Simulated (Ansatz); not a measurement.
A made-up structure of GaH$_{4}$O$_{2}$ (charge +1), closed shell:

```json
{"atom": "O1", "x (Å)": "-0.7640", "y (Å)": "-1.3286", "z (Å)": "0.4341"}
{"atom": "Ga2", "x (Å)": "1.0553", "y (Å)": "0.6060", "z (Å)": "0.2494"}
{"atom": "O3", "x (Å)": "-0.6922", "y (Å)": "0.1141", "z (Å)": "-0.5169"}
{"atom": "H4", "x (Å)": "-1.5155", "y (Å)": "-1.9258", "z (Å)": "0.3707"}
{"atom": "H5", "x (Å)": "-0.9904", "y (Å)": "0.7745", "z (Å)": "-1.1617"}
{"atom": "H6", "x (Å)": "1.6828", "y (Å)": "-0.3247", "z (Å)": "1.2891"}
{"atom": "H7", "x (Å)": "1.9554", "y (Å)": "1.8145", "z (Å)": "-0.0154"}
```

It is relaxed with PBE-D4/def2-SVP and then PBE0-D4/def2-TZVP (Ansatz 0.2.0). Atoms count as bonded within 1.22 times the sum of their covalent radii (H–H: 0.88 Å). The end point is not checked to be a true minimum.

Question: Does its bonding change? (A judgement: the text doesn't fix the answer.)

Answer: The calculation gives: Yes. Formed: O1–O3; broken: none.

Where it ends: The first stage lowers the energy by 2.73 eV in 19 steps. It ends as GaH₄O₂ ([OH][OH][GaH2]), total charge +1:
O1  (-1.162, -0.925, 0.456)
Ga2  (1.359, 0.571, 0.412)
O3  (-0.416, -0.060, -0.385)
H4  (-1.230, -1.729, -0.088)
H5  (-1.072, 0.548, -0.770)
H6  (1.707, -0.563, 1.376)
H7  (1.546, 1.888, -0.351)
(Å)

Labels in which every atom is bracketed show which atoms are joined, not bond orders.

For scale, one of the runs: PBE0-D4/def2-TZVP relaxation, 134 basis functions, launched by `ansatz run in.yaml --threads 2 --pin off --events-out ev --progress --plain --max-ram 4352MiB`. Hardware: 2 CPU threads of an AMD EPYC 7R43, shared host. Wall time about 18 s.
